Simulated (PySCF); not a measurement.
ClH₂NOSW, multiplicity 1. Atoms are numbered in the order given.

```xyz
7

W     -0.0989    -0.1580     0.0186
N     -0.5423    -1.1791    -1.3272
H     -0.3540    -1.7968    -2.1141
S      2.0272    -0.2735     0.2962
Cl    -0.6846     2.0024    -0.5223
O     -0.9629    -0.8015     1.5705
H     -1.6210    -1.5093     1.6005
```

The structure is a stationary point at B3LYP-D3(BJ)/def2-SVP. The spin state was assumed, not searched. The structure was generated by enumeration; whether it is a known compound was not checked. The def2 effective core potentials stand for the cores of W; spin–orbit coupling is left out. The values are those of a single conformer.

Calculation: ωB97X/def2-TZVP in PySCF.

ESP charges are fitted to the potential on shells at 1.4 to 2.0 van der Waals radii. Atomic charges (e):

| atom | Löwdin | ESP fit |
|---|---|---|
| W1 | 0.19 | 0.72 |
| N2 | -0.34 | -0.63 |
| H3 | 0.16 | 0.39 |
| S4 | 0.05 | -0.25 |
| Cl5 | 0.04 | -0.14 |
| O6 | -0.29 | -0.53 |
| H7 | 0.19 | 0.44 |
